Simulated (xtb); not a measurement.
GaI3, charge +1, doublet, at a GFN2-xTB geometry (such geometries of metal compounds can be far from the true shape) (a state made from the parent by changing its charge; the spin is typed, not shown lowest). Base run: xtb with GFN2-xTB.

Input for xtb:
```
$ xtb mol.xyz --gfn 2 --chrg 1 --uhf 1 --json

# file mol.xyz
4

Ga     0.00000000    -0.00000000     0.00000000
I     -2.10028292    -1.45823568    -0.04756430
I      0.01598057     2.25851024    -1.19949077
I      2.08430235    -0.80027456     1.24705507
```

Variants of this job, named by their change:

```tsv
change	ΔE vs base (kJ/mol)	SCF cycles
base	0.00	15
acc = 0.0001	0.00	24
acc = 1000	0.16	11
alpb = dmf	-202.7	15
```

ALPB and GBSA are two models with their own fitted parameters for each solvent, which aren't always the measured dielectric constant.
